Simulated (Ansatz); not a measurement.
AlBCl2H2O, SMILES `B[O][Al]([Cl])[Cl]`. Charge 0, multiplicity 1. Geometry: relaxed with PBE0-D4/def2-TZVP. It is one conformer, not always the lowest.

```xyz
7

B    -1.591    0.169   -0.070
O    -0.263    0.015   -0.007
Al    1.389   -0.150    0.062
Cl    2.340   -1.463   -1.224
Cl    2.471    0.957    1.435
H    -2.051    1.008   -0.798
H    -2.295   -0.536    0.601
```

Problem. What is the dipole moment at B3LYP/def2-TZVPP? (Estimate.)

Solution. Ansatz gave: 0.11 D, with components (-0.11, 0.01, -0.01) D in this frame, pointing from negative to positive charge.

Problem. And with PBE, r2SCAN, ωB97M-V? (An estimate is asked.)

Solution. Computed: PBE 0.03 D, r2SCAN 0.10 D, ωB97M-V 0.10 D.

Problem. Give the Mulliken charges with B3LYP, r2SCAN, ωB97M-V in def2-TZVPP. (Best estimate.)

Solution. The calculation gave: 
```csv
atom,B3LYP,r2SCAN,ωB97M-V
B1,0.12,0.20,0.07
O2,-0.23,-0.29,-0.24
Al3,0.53,0.59,0.49
Cl4,-0.21,-0.22,-0.19
Cl5,-0.21,-0.22,-0.19
H6,0.00,-0.03,0.03
H7,0.00,-0.03,0.03
```

B3LYP here is the variant with VWN-RPA as its local correlation; programs differ in this.
